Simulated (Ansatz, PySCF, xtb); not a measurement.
Stretching the Mg1–H2 bond in BrHMg (SMILES [MgH][Br]) (multiplicity 1 held, fragments rigid). Energies count from the point at 1.681 Å.
Geometry at that point (charge 0, multiplicity 1):
```json
[
 {"atom": "Mg", "x (Å)": "0.0000", "y (Å)": "0.0000", "z (Å)": "-1.6767"},
 {"atom": "H", "x (Å)": "0.0000", "y (Å)": "0.0000", "z (Å)": "-3.3577"},
 {"atom": "Br", "x (Å)": "0.0000", "y (Å)": "0.0000", "z (Å)": "0.6708"}
]
```

Unrestricted levels (U-) break spin symmetry where that is lower. Active spaces are followed from a long bond inwards. Levels need not reach the same state.

Frozen-core correlation. Filled d and f shells under p-block atoms count as core. Rows in LANL2DZ carry no dispersion term and start afresh at each structure. LANL2DZ brings its own core potentials from Na on.

Codes used: Ansatz (a first-principles code) with Gaussian orbitals; PySCF for LANL2DZ rows; xtb for the GFN methods. Values without a source in brackets are computed. The GFN methods have no spin term and hold the electronic entropy of 300 K.

Energies in eV.

```json
[
 {"R (Å)": "1.345", "GFN2-xTB": "0.29", "U-HF/LANL2DZ": "0.94", "CASSCF(2,2)/def2-TZVPPD": "0.99", "FIC-MRCISD+Q on CASSCF(2,2)/def2-TZVPPD": "0.93"},
 {"R (Å)": "1.513", "GFN2-xTB": "-0.03", "U-HF/LANL2DZ": "0.19", "CASSCF(2,2)/def2-TZVPPD": "0.23", "FIC-MRCISD+Q on CASSCF(2,2)/def2-TZVPPD": "0.19"},
 {"R (Å)": "1.681", "GFN2-xTB": "0.00", "U-HF/LANL2DZ": "0.00", "CASSCF(2,2)/def2-TZVPPD": "0.00", "FIC-MRCISD+Q on CASSCF(2,2)/def2-TZVPPD": "0.00"},
 {"R (Å)": "1.849", "GFN2-xTB": "0.16", "U-HF/LANL2DZ": "0.12", "CASSCF(2,2)/def2-TZVPPD": "0.06", "FIC-MRCISD+Q on CASSCF(2,2)/def2-TZVPPD": "0.10"},
 {"R (Å)": "2.017", "GFN2-xTB": "0.37", "U-HF/LANL2DZ": "0.41", "CASSCF(2,2)/def2-TZVPPD": "0.28", "FIC-MRCISD+Q on CASSCF(2,2)/def2-TZVPPD": "0.36"},
 {"R (Å)": "2.269", "GFN2-xTB": "0.70", "U-HF/LANL2DZ": "1.00", "CASSCF(2,2)/def2-TZVPPD": "0.72", "FIC-MRCISD+Q on CASSCF(2,2)/def2-TZVPPD": "0.87"},
 {"R (Å)": "2.522", "GFN2-xTB": "1.07", "U-HF/LANL2DZ": "1.48", "CASSCF(2,2)/def2-TZVPPD": "1.18", "FIC-MRCISD+Q on CASSCF(2,2)/def2-TZVPPD": "1.39"},
 {"R (Å)": "2.942", "GFN2-xTB": "1.66", "U-HF/LANL2DZ": "1.88", "CASSCF(2,2)/def2-TZVPPD": "1.83", "FIC-MRCISD+Q on CASSCF(2,2)/def2-TZVPPD": "2.13"},
 {"R (Å)": "3.362", "GFN2-xTB": "2.20", "U-HF/LANL2DZ": "2.03", "CASSCF(2,2)/def2-TZVPPD": "2.24", "FIC-MRCISD+Q on CASSCF(2,2)/def2-TZVPPD": "2.61"},
 {"R (Å)": "3.866", "GFN2-xTB": "2.74", "U-HF/LANL2DZ": "2.09", "CASSCF(2,2)/def2-TZVPPD": "2.48", "FIC-MRCISD+Q on CASSCF(2,2)/def2-TZVPPD": "2.90"},
 {"R (Å)": "4.539", "GFN2-xTB": "3.25", "U-HF/LANL2DZ": "2.12", "CASSCF(2,2)/def2-TZVPPD": "2.58", "FIC-MRCISD+Q on CASSCF(2,2)/def2-TZVPPD": "3.02"},
 {"R (Å)": "5.379", "GFN2-xTB": "3.62", "U-HF/LANL2DZ": "2.13", "CASSCF(2,2)/def2-TZVPPD": "2.60", "FIC-MRCISD+Q on CASSCF(2,2)/def2-TZVPPD": "3.05"}
]
```

Doubts at one or more of the structures used: a spin-contaminated determinant (U-HF/LANL2DZ).
